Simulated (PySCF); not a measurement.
**From computed data to an observable: chemical shift, span and skew from a shielding tensor**

CH3Cl2NSi2, SMILES [SiH2]1C=N[Si]1(Cl)Cl. Atoms are numbered in the order given.

```xyz
9

Cl     1.4261    -0.1192     1.6782
Si     0.2299     0.0200     0.0000
Cl     1.4261    -0.1192    -1.6782
N     -0.7369     1.5349     0.0000
C     -1.9423     1.0729     0.0000
Si    -1.9351    -0.8676     0.0000
H     -2.7986     1.7749     0.0000
H     -2.5013    -1.5188    -1.2175
H     -2.5013    -1.5188     1.2175
```

The structure is a stationary point at B3LYP-D3(BJ)/def2-SVP. The structure was generated by enumeration, and PubChem lists no compound with its InChIKey, so it may never have been made.

GIAO shieldings from PySCF with B3LYP/pcSseg-1, non-relativistic, no solvent. The symmetric part of the tensor of C5 has the principal values -168.3, -67.7, 121.0 ppm. The same nucleus in TMS has σ = 181.3 ppm at this level (PySCF, at its B3LYP-D3(BJ)/def2-TZVP geometry). Without spin–orbit terms, shifts of atoms bonded to Cl or Br come out too high.

### Question
Work out the isotropic shielding, the ¹³C shift against TMS, the span and the skew.

### Answer

σ(iso) = (σ11 + σ22 + σ33)/3 = -38.3 ppm. δ = σ(ref) − σ(iso) = 181.3 − (-38.3) = 219.6 ppm.
Span Ω = σ33 − σ11 = 289.3 ppm. Skew κ = 3(σ(iso) − σ22)/Ω = 0.30. Tumbling in solution averages the tensor to δ; in a static solid the shielding alone would spread this spin-1/2 line over Ω.
